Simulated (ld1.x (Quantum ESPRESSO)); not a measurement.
# selenium: one change to a TM potential, before and after

Se (Z = 34), norm-conserving Troullier–Martins (Kleinman–Bylander form), made with ld1.x (Quantum ESPRESSO) 7.5 (PBE, scalar-relativistic). Core [Ar] 3d10, reference 4s2 4p2 (charge +2). Waves: 4s (bound): rc 1.25 bohr; 4p (bound): rc 1.55 bohr. Local part: all-electron potential smoothed inside 1.20 bohr (lloc = -1). Core correction: a·sin(br)/r model core inside 0.60 bohr.

Change: all radii but the core radius scaled by about 1.12 (s 1.40, p 1.74 bohr); local potential all-electron potential smoothed inside 1.36 bohr (lloc = -1).

Cutoffs: the cutoffs (Ry, on a coarse ladder) from which the occupation-weighted sum of valence levels, in a spherical-Bessel basis at the reference potential, stays within 10 and 1 mRy of its value at 400 Ry; they do not see the model core or the augmentation charge, which bear on the density cutoff. Errors are all-electron minus pseudo energies relative to the spin-unpolarised reference configuration.

**Question.** How do hardness, ghosts and transferability respond?

**Answer.** The potential gets softer (50 Ry and 110 Ry → 40 Ry and 55 Ry); the bound ghosts move from d, s to d; of the 7 tests that both files solve, the error grows in 1 and shrinks in 6 by more than 15 % and 0.3 meV (median size 19.1 → 8.8 meV). A larger radius leaves more room for a smooth pseudo-wave, so fewer plane waves are needed.

| quantity | base | changed |
| --- | --- | --- |
| cutoff, loose | 50 Ry | 40 Ry |
| cutoff, tight | 110 Ry | 55 Ry |
| loose cutoff by channel (10 mRy a level) | s 45 Ry, p 15 Ry | s 21 Ry, p 15 Ry |
| bound ghosts | s, d | d |
| error for 4s2 4p4, meV [ΔE -31.19 eV] | -27 | +16 |
| error for 4s2 4p3, meV [ΔE -20.35 eV] | -9.8 | +5.9 |
| error for 4s2 4p1, meV [ΔE 30.87 eV] | -33 | -4.8 |
| error for 4s2 4p3.5, meV [ΔE -26.88 eV] | -19 | +11 |
| error for 4s1 4p4, meV [ΔE -8.81 eV] | -1.2 | +0.4 |
| error for 4s1 4p5, meV [ΔE -20.31 eV] | +4.0 | +8.8 |
| error for 4s2 4p0, meV [ΔE 73.05 eV] | -175 | -25 |

 A true bound ghost makes a file unfit for plane-wave use even where its test errors are small: the radial tests pick states by their node count and pass the ghost by.
